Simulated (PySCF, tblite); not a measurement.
Isomers of C6H14OSi2. Computed values, GFN2-xTB/tblite, gas phase, harmonic and unscaled. The method is semi-empirical: single wavenumbers can be off by several per cent or more. Modes of hydrogen on silicon can be 10 to 20 % off. One conformer each.

Electronic energies: PBE0/pcSseg-1 single points on the GFN2-xTB geometries (PySCF, gas phase).

| SMILES | electronic energy, lowest = 0 (kcal/mol) |
| --- | --- |
| CO[C@@H]1CC=C([SiH2][SiH3])C1 | 78.5 |
| C=C(C)[C@@H]1C[SiH2][C@H]1O[SiH3] | 77.7 |
| C[C@@H]1CC[C@H]2[SiH2]O[SiH2][C@@H]12 | 0.0 |
| CO[C@@H]1[SiH2]C=C1CC[SiH3] | 98.2 |

Problem. How do GFN2-xTB zero-point energies change the relative energies?

Solution. 
| SMILES | ZPE (kcal/mol) | of it from modes above 1550 cm⁻¹ | electronic (kcal/mol) | with ZPE, lowest = 0 (kcal/mol) | lowest mode (cm⁻¹) | rings |
| --- | --- | --- | --- | --- | --- | --- |
| C[C@@H]1CC[C@H]2[SiH2]O[SiH2][C@@H]12 | 115.7 | 55.6 | 0.0 | 0.0 | 14 | 2 |
| C=C(C)[C@@H]1C[SiH2][C@H]1O[SiH3] | 110.2 | 57.5 | 77.7 | 72.2 | 19 | 1 |
| CO[C@@H]1CC=C([SiH2][SiH3])C1 | 110.2 | 56.3 | 78.5 | 72.9 | 12 | 1 |
| CO[C@@H]1[SiH2]C=C1CC[SiH3] | 109.5 | 56.3 | 98.2 | 92.1 | 29 | 1 |

The zero-point energies span 6.2 kcal/mol, from `CO[C@@H]1[SiH2]C=C1CC[SiH3]` to `C[C@@H]1CC[C@H]2[SiH2]O[SiH2][C@@H]12`. The order is unchanged.

Problem. And how do the electronic energies of GFN2-xTB itself compare?

Solution. `C[C@@H]1CC[C@H]2[SiH2]O[SiH2][C@@H]12` 0.0; `C=C(C)[C@@H]1C[SiH2][C@H]1O[SiH3]` 68.1; `CO[C@@H]1CC=C([SiH2][SiH3])C1` 96.1; `CO[C@@H]1[SiH2]C=C1CC[SiH3]` 117.2 kcal/mol, lowest = 0. Against the energies above, taken from the same isomer `C[C@@H]1CC[C@H]2[SiH2]O[SiH2][C@@H]12`, the largest difference is 19.0 kcal/mol.
